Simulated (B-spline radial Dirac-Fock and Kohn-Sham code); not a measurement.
Dipole and non-dipole photoemission parameters of V⁺ 3p1/2

System: the V⁺ ion in the configuration [Ar] 3d4; threshold 52.55 eV (orbital energy of the model). Model: Dirac-Hartree-Slater photoionisation with a Latter tail; cross sections with all multipoles, angular parameters from the dipole term and its interference with E2. Program: an atomic code on a B-spline grid.

The run's input, task.json:

```json
{"items": [{
  "Z": 23,
  "q": 1,
  "cfg": [[1, 0, 2], [2, 0, 2], [2, 1, 6], [3, 0, 2], [3, 1, 6], [3, 2, 4]],
  "A": 51,
  "rrms": 3.6002,
  "do": "xps",
  "hv": [52.7, 63.1, 70.3, 72.8, 80, 92.8, 104.0, 600, 730.0, 1020.0, 1040.0, 1080.0, 1253.6, 1300.0, 1380.0, 1486.9, 1690.0, 1930.0, 2000, 2070.0, 2950.0, 2984.4, 3940.0, 4000, 5140.0, 5160.0, 7650.0, 8980.0, 11800.0, 15000]
}]}
```

Launch: `python xray2_run.py task.json out`

For linearly polarised light dσ/dΩ = σ/(4π) [1 + β P₂(cos θ) + (δ + γ cos²θ) sin θ cos φ], with θ from the polarisation vector and φ the angle between the beam and the projection of the electron momentum on the plane normal to the polarisation.

```
hν (eV)   σ (kb)       β       γ      δ
   63.1      261   0.297  -0.137  0.039
   70.3      227  -0.390  -0.055  0.044
   72.8        ?       ?       ?      ?
     80      258  -0.214   0.073  0.033
   92.8      312   0.329   0.145  0.017
    104      343   0.669   0.150  0.008
    600     41.2   1.605   0.115  0.007
    730     26.5   1.576   0.182  0.010
   1020     11.9   1.504   0.314  0.016
   1040     11.3   1.499   0.323  0.016
   1080     10.3   1.489   0.339  0.017
 1253.6     7.03   1.447   0.404  0.021
   1300     6.39   1.436   0.421  0.023
   1380     5.46   1.417   0.447  0.025
 1486.9     4.48   1.393   0.481  0.027
   1690     3.17   1.349   0.541  0.032
   1930     2.19   1.301   0.604  0.039
   2000     1.98   1.288   0.622  0.041
   2070     1.80   1.275   0.638  0.042
   2950    0.638   1.132   0.808  0.067
 2984.4    0.617   1.127   0.813  0.068
   3940    0.263   1.005   0.942  0.094
   4000    0.251   0.999   0.949  0.096
   5140    0.113   0.887   1.059  0.126
   5160    0.111   0.885   1.061  0.127
   7650   0.0302   0.712   1.219  0.189
   8980   0.0175   0.646   1.280  0.219
  11800  0.00678   0.539   1.382  0.278
  15000  0.00290   0.454   1.474  0.337
```

Problem. Give the values at 72.8 eV.

Solution. σ = 230 kb, β = -0.417, γ = -0.016, δ = 0.042.

Values without a named source are computed, but for edge energies of neutral atoms, which are taken from tables.
